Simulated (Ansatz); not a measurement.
**Relaxing a trial structure of AlFH3NSi**

The starting geometry of this gas-phase singlet was optimised with GFN2-xTB; its bonds are those of `F[Si]1=[NH+][AlH2-]1`.

```tsv
atom	x (Å)	y (Å)	z (Å)
Al	1.4731	0.7720	-1.0482
F	-2.1554	2.1919	-0.1148
N	-0.3124	0.4269	-0.7499
Si	-0.5517	2.0900	-0.4522
H	-1.0528	-0.2627	-0.7090
H	2.5066	0.4997	0.0716
H	2.0088	0.8497	-2.4988
```

Q: Predict what it relaxes into with B3LYP/6-31G*.

A: A bond breaks, leaving `F[Si][NH][AlH2]`. Contacts that open: Al1–Si4 (2.49 → 3.19 Å).

The energy falls by 0.82 eV over 14 steps:

| step | E − E(last) (eV) |
| --- | --- |
| 1 | 0.824 |
| 2 | 0.607 |
| 4 | 0.415 |
| 5 | 0.358 |
| 7 | 0.270 |
| 8 | 0.151 |
| 10 | 0.016 |
| 11 | 0.001 |
| 13 | 0.000 |
| 14 | 0.000 |

Final geometry (Å):

| atom | x (Å) | y (Å) | z (Å) |
| --- | --- | --- | --- |
| Al | 1.5923 | 0.5338 | -1.0932 |
| F | -2.4353 | 1.8465 | -0.0240 |
| N | -0.1597 | 0.9623 | -0.8685 |
| Si | -0.8665 | 1.8578 | 0.4430 |
| H | -0.8126 | 0.6458 | -1.5891 |
| H | 2.6119 | 1.0189 | 0.0133 |
| H | 1.9861 | -0.2976 | -2.3828 |

The end wasn't checked by frequencies. Run with Ansatz 0.2.0, 80 s on 1 thread of AMD EPYC (Zen 3) (shared host).
